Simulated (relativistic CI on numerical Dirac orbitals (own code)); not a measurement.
## Electric-dipole transitions in Pm²⁸⁺

Computed by Dirac-Coulomb-Breit CI, KLI orbitals optimised for each configuration, model QED (radiative potential, 1s self-energy scaled to tabulated hydrogen-like ionisation energies), unscaled Slater integrals (own radial code, finite nucleus).

Configurations in the expansion (outside the closed core [Ar] 3d10): 4s²4p³, 4s4p⁴, 4s²4p²4d, 4p⁵, 4s4p³4d, 4s²4p²4f, 4s4p³4f, 4p⁴4d, 4s4p²4d², 4s²4p4d4f, 4p⁴4f, 4s²4p²5s, 4p³4d4f, 4p⁴5s, 4s²4p²5p, 4s4p²4f², 4s4p²4d5s, 4s4p³5s, 4s²4p4f5s, 4s²4p²5d, 4s4p³5p, 4s²4p²5f, 4s²4p²5g, 4s4p³5d, 4p³4f5s, 4s²4p²6s, 4s4p³5f, 4s²4p4d², 4s²4d³, 4s4p4d³, 4s²4d²4f, 4s4p4d²4f, 4s²4d²5s, 4p³4d², 4p²4d³, 4p²4d²4f, 4p²4d²5s, 4s²4p4f², 4s²4d4f², 4s4p4d4f², 4s²4f³, 4s4p4f³, 4s²4f²5s, 4p³4f², 4p²4d4f², 4p²4f³, 4p²4f²5s, 4s4p²4d4f, 4s4p4d4f5s, 4s²4p4d5s, 4s4p4d²5s, 4s²4d4f5s, 4s²4d5s², 4p³4d5s, 4p²4d4f5s, 4p²4d5s², 4s4p²4f5s, 4s4p4f²5s, 4s4p4f5s², 4s²4p5s², 4s4p4d5s², 4s²4f5s². Double excitations out of closed p, d and f shells are left out; levels of such configurations are missing from the list, as are those of other unlisted configurations, and high levels can miss mixing partners. These lack a partner that the ground configuration has and come out too high: 4s²4p²5p, 4s²4p²5d, 4s4p³5p, 4s²4p²5f, 4s²4p²5g.

| λ vac (Å) | Lower | Upper | A (s⁻¹) | gf | Branching (%) |
| --- | --- | --- | --- | --- | --- |
| 79.174 | 4s²4p²4d ⁴F3/2 [9] | 4s²4p4d² ⁴F°3/2 [108] | 5.50e+11 | 2.07e+00 | 75.2 |
| 79.815 | 4s²4p³ ²P°3/2 [1] | 4s²4p²4d ⁴P1/2 [24] | 5.72e+11 | 1.09e+00 | 91.6 |
| 80.023 | 4s²4p³ ²P°3/2 [1] | 4s²4p²4d ⁴D5/2 [23] | 3.75e+11 | 2.16e+00 | 77.3 |
| 80.166 | 4s4p⁴ ⁴P5/2 [6] | 4s4p³4d ²G°7/2 [78] | 2.52e+11 | 1.94e+00 | 76.8 |
| 80.481 | 4s²4p²4d ⁴F5/2 [10] | 4s²4p²4f ⁴G°7/2 [114] | 3.40e+11 | 2.64e+00 | 65.7 |
| 80.828 | 4s²4p³ ⁴S°3/2 [2] | 4s²4p²4d ²D5/2 [35] | 2.62e+11 | 1.54e+00 | 42.6 |
| 80.918 | 4s²4p²4d ²G9/2 [20] | 4s²4p4d² ²H°11/2 [154] | 4.20e+11 | 4.95e+00 | 99.9 |
| 81.022 | 4s²4p³ ²D°5/2 [3] | 4s²4p²4d ²F7/2 [36] | 6.83e+11 | 5.38e+00 | 100.0 |
| 81.189 | 4s²4p³ ⁴S°3/2 [2] | 4s²4p²4d ²D3/2 [34] | 4.58e+11 | 1.81e+00 | 71.8 |
| 81.343 | 4s²4p²4d ⁴F5/2 [10] | 4s²4p4d² ²F°5/2 [113] | 5.06e+11 | 3.01e+00 | 82.1 |
| 81.644 | 4s²4p³ ²P°1/2 [4] | 4s²4p²4d ²D3/2 [38] | 5.00e+11 | 2.00e+00 | 91.3 |
| 81.883 | 4s²4p³ ²P°3/2 [1] | 4s²4p²4d ²P3/2 [22] | 4.01e+11 | 1.61e+00 | 80.6 |
| 82.634 | 4s²4p³ ²P°3/2 [1] | 4s²4p²4d ⁴P5/2 [21] | 2.29e+11 | 1.40e+00 | 76.5 |
| 82.832 | 4s4p⁴ ⁴P5/2 [6] | 4s4p³4d ⁴P°5/2 [72] | 4.16e+11 | 2.57e+00 | 89.1 |
| 83.069 | 4s²4p³ ²D°5/2 [3] | 4s²4p²4d ²D5/2 [35] | 3.44e+11 | 2.13e+00 | 55.9 |
| 83.337 | 4s²4p²4d ²G9/2 [20] | 4s²4p4d² ⁴G°9/2 [149] | 4.35e+11 | 4.53e+00 | 64.5 |
| 84.462 | 4s²4p²4d ⁴D5/2 [23] | 4s²4p4d² ⁴F°7/2 [157] | 3.98e+11 | 3.41e+00 | 40.6 |
| 85.201 | 4s²4p²4d ²G7/2 [26] | 4s²4p4d² ²G°9/2 [159] | 3.36e+11 | 3.65e+00 | 76.1 |
| 88.167 | 4s²4p²4d ²F7/2 [36] | 4s²4p4d² ²G°9/2 [200] | 1.04e+12 | 1.21e+01 | 91.9 |
| 88.265 | 4s²4p²4d ²F5/2 [15] | 4s²4p²4f ²G°7/2 [120] | 3.15e+11 | 2.94e+00 | 59.2 |
| 89.225 | 4s²4p²4d ²D5/2 [35] | 4s²4p²4f ²F°7/2 [192] | 7.18e+11 | 6.86e+00 | 70.0 |
| 90.212 | 4s²4p²4d ⁴F9/2 [32] | 4s²4p²4f ²H°11/2 [184] | 4.75e+11 | 6.95e+00 | 92.5 |
| 91.239 | 4s²4p²4d ²F7/2 [31] | 4s²4p²4f ²G°9/2 [177] | 4.61e+11 | 5.76e+00 | 86.6 |
| 92.431 | 4s²4p²4d ²D5/2 [44] | 4s²4p4d² ²F°7/2 [216] | 1.01e+12 | 1.03e+01 | 94.3 |
| 92.734 | 4s²4p³ ²P°3/2 [5] | 4s²4p²4d ²D5/2 [44] | 5.89e+11 | 4.55e+00 | 94.6 |
| 92.896 | 4s²4p³ ⁴S°3/2 [2] | 4s²4p²4d ²D5/2 [28] | 3.26e+11 | 2.53e+00 | 57.6 |
| 94.054 | 4s²4p²4d ⁴F9/2 [32] | 4s²4p4d² ²G°9/2 [171] | 4.00e+11 | 5.31e+00 | 82.7 |
| 94.918 | 4s²4p³ ²P°3/2 [5] | 4s²4p²4d ²D3/2 [40] | 3.85e+11 | 2.08e+00 | 79.3 |
| 96.945 | 4s²4p³ ²P°3/2 [5] | 4s²4p²4d ²S1/2 [39] | 5.06e+11 | 1.43e+00 | 89.6 |
| 99.703 | 4s²4p³ ²D°5/2 [3] | 4s²4p²4d ²G7/2 [26] | 1.41e+11 | 1.68e+00 | 100.0 |

Terms are leading LS components. Brackets give the number of a level in order of energy, since labels repeat. The list gives strong lines, with weight on those to low levels, without lines whose two gauges differ by over a factor of 2.5, among the lowest 400 of 11824 levels, so that lines to higher ones, which can be the strongest, are missing. Levels whose partners in the same complex of configurations lie outside the list can be far off, and so can their lines. Rates are taken at the computed energies, electric ones in the length gauge.

At this charge energies of transitions that change n are usually good to better than 1 %, and those within a shell (Δn = 0) to a few per cent.

LS names give the leading component of a level, which can be under half, so a name can repeat, a term be missing and a line seem to break the LS rules.
